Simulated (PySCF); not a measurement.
C3H4ClFSi, SMILES ClC(=C=CF)[SiH3].

Geometry optimised at B3LYP-D3(BJ)/def2-SVP. This is a generated structure with no PubChem entry under its InChIKey; it may be hypothetical.

The numbers are results of PySCF with B3LYP-D3(BJ)/def2-SVP, not measurements.

Frequencies are harmonic and unscaled.

```tsv
mode	ν (cm⁻¹)	IR (km/mol)	Raman (Å⁴/amu)	depolarisation	moving atoms (share of kinetic energy)
1	89	0.2	2.0	0.72	F 30 %, Si 28 %, Cl 17 %, C 15 %, H 9 %
2	109	0.2	0.4	0.74	H 60 %, C 18 %, F 15 %
3	141	0.2	1.1	0.68	H 38 %, C 25 %, F 23 %, Cl 11 %
4	181	1.6	2.1	0.62	Cl 32 %, C 28 %, Si 21 %, H 14 %
5	257	2.1	6.2	0.75	C 48 %, H 26 %, F 15 %
6	357	0.8	6.8	0.60	C 59 %, H 15 %, F 14 %, Cl 10 %
7	436	24.8	11.7	0.13	Si 37 %, C 32 %, Cl 17 %, H 9 %
8	484	15.5	6.0	0.28	C 68 %, Cl 20 %, H 9 %
9	615	60.3	11.4	0.70	H 53 %, C 24 %, F 10 %
10	668	32.6	5.1	0.69	H 59 %, C 27 %, Si 9 %
11	691	13.1	3.0	0.66	C 46 %, H 41 %
12	838	6.7	6.3	0.74	H 67 %, C 32 %
13	859	67.2	9.7	0.73	C 80 %, H 12 %
14	927	319.2	13.3	0.63	H 84 %, Si 11 %
15	943	49.5	20.2	0.75	H 97 %
16	953	63.0	26.5	0.73	H 96 %
17	1079	115.0	9.3	0.20	C 69 %, F 26 %
18	1247	46.8	13.6	0.53	H 66 %, C 23 %, F 11 %
19	1431	121.0	3.5	0.70	C 70 %, H 26 %
20	2063	104.4	10.3	0.29	C 99 %
21	2238	67.1	259.4	0.02	H 99 %
22	2244	92.5	114.0	0.66	H 96 %
23	2251	93.8	82.9	0.75	H 96 %
24	3178	3.1	177.8	0.28	H 92 %, C 8 %
```
